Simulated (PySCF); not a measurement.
Molecule: `InChI=1S/C4H5B/c1-2-3-4-5/h2H,1,5H2`.

Numbering as in the mapped SMILES `[BH2:1][C:2]#[C:3][CH:4]=[CH2:5]`; H(Xn) means a hydrogen on atom n. Ha(C5) is cis to C3; Hb(C5) is trans to C3.

Geometry PBE0-D3(BJ)/def2-SVP throughout; GIAO in PySCF 2.14, gas phase, one conformer, non-relativistic; equivalent atoms averaged; functional PBE0.

For orientation, cc-pVDZ gives these absolute shieldings σ: B1 49.5, C5 54.1, C3 54.0, C4 76.7, C2 93.5, H(B1) 24.40, Ha(C5) 24.87, H(C4) 24.85, Hb(C5) 25.04 ppm.

A run gave: B1 38.3, C5 38.8, C3 37.3, C4 60.5, C2 77.0, H(B1) 24.65, Ha(C5) 24.98, H(C4) 24.86, Hb(C5) 25.16 ppm (absolute shieldings σ).

**Question.** Which basis set was used in that run?
A. cc-pVTZ
B. aug-cc-pVDZ
C. def2-TZVP
D. def2-SVP
E. pcSseg-1

**Answer.** C. C4 tells them apart best: def2-TZVP gives 60.5, def2-SVP gives 74.7, aug-cc-pVDZ gives 74.8, cc-pVTZ gives 62.3, pcSseg-1 gives 57.6 ppm.
